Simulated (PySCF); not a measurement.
C4H12AlClSi, SMILES [CH3][Al]([Cl])[Si](C)(C)C. Atoms are numbered in the order given.

```xyz
19

Al     0.8446    -0.0571     0.8372
Cl    -0.2222    -1.0972     2.3854
C      2.6970     0.4266     1.2740
H      3.2240     0.9238     0.4341
H      3.2802    -0.4736     1.5641
H      2.7219     1.1129     2.1481
Si    -0.5182     0.3155    -1.1783
C      0.4362     1.2125    -2.5587
C     -2.0452     1.3474    -0.6979
C     -1.1224    -1.3709    -1.8243
H     -0.2151     1.3602    -3.4462
H      0.7879     2.2106    -2.2264
H      1.3236     0.6311    -2.8825
H     -1.7655     2.3638    -0.3532
H     -2.6126     0.8536     0.1170
H     -2.7230     1.4583    -1.5710
H     -1.6670    -1.9226    -1.0313
H     -0.2814    -2.0071    -2.1678
H     -1.8140    -1.2281    -2.6818
```
Charge 0, spin multiplicity 1.

The structure is a stationary point at PBE-D3(BJ)/def2-SVP. One conformer was computed; it need not be the lowest.

Computed with PBE-D3(BJ)/def2-SVP run with PySCF.

Frequencies are harmonic and unscaled.

A small imaginary wavenumber (i) marks a very flat motion, where grid noise or a shallow saddle decides the sign.

Computed normal modes with their intensities:
```csv
mode,ν (cm⁻¹),IR (km/mol),moving atoms (share of kinetic energy)
1,21i,0.0,H 98 %
2,6,0.3,"C 53 %, Cl 24 %, H 22 %"
3,45,1.3,"C 41 %, Cl 31 %, H 20 %"
4,75,1.4,"C 51 %, H 28 %, Si 9 %"
5,129,3.0,"C 49 %, H 25 %, Cl 22 %"
6,157,0.2,"C 45 %, H 27 %, Cl 14 %, Al 9 %"
7,160,0.0,H 99 %
8,172,0.1,H 98 %
9,180,0.2,H 96 %
10,183,3.0,"C 41 %, H 32 %, Al 24 %"
11,199,13.0,"C 36 %, H 32 %, Al 19 %, Si 8 %"
12,206,2.5,"C 39 %, H 31 %, Si 23 %"
13,211,1.1,"Al 35 %, H 24 %, C 22 %, Si 17 %"
14,331,2.7,"Si 35 %, C 24 %, H 16 %, Al 13 %, Cl 11 %"
15,490,63.3,"Al 49 %, Cl 34 %, H 10 %"
16,583,21.8,"H 77 %, C 17 %"
17,598,17.5,"C 61 %, H 23 %, Si 14 %"
18,644,67.9,"Al 42 %, C 38 %, H 17 %"
19,656,0.0,"H 85 %, C 15 %"
20,666,78.1,"H 67 %, C 21 %, Al 9 %"
21,671,8.2,"C 42 %, H 39 %, Si 20 %"
22,675,39.9,"H 42 %, C 39 %, Si 16 %"
23,715,3.8,"H 67 %, C 21 %, Si 12 %"
24,720,4.2,"H 63 %, C 23 %, Si 14 %"
25,824,47.5,"H 64 %, C 24 %, Si 12 %"
26,827,50.8,"H 64 %, C 23 %, Si 13 %"
27,840,128.8,"H 62 %, C 22 %, Si 16 %"
28,1156,17.5,"H 80 %, C 20 %"
29,1203,16.3,"H 79 %, C 21 %"
30,1205,17.3,"H 79 %, C 21 %"
31,1216,1.5,"H 81 %, C 19 %"
32,1367,1.7,H 96 %
33,1372,2.9,H 95 %
34,1374,0.3,H 95 %
35,1379,0.2,H 95 %
36,1380,0.3,H 95 %
37,1387,9.0,H 96 %
38,1388,7.7,H 96 %
39,1397,3.8,H 96 %
40,2961,3.2,H 97 %
41,2964,9.0,H 97 %
42,2964,7.8,H 97 %
43,2965,7.9,H 97 %
44,3053,2.3,"H 91 %, C 9 %"
45,3060,2.9,"H 91 %, C 9 %"
46,3060,9.5,"H 91 %, C 9 %"
47,3060,3.7,"H 91 %, C 9 %"
48,3070,5.5,"H 91 %, C 9 %"
49,3071,5.2,"H 91 %, C 9 %"
50,3073,4.0,"H 91 %, C 9 %"
51,3074,3.2,"H 91 %, C 9 %"
```
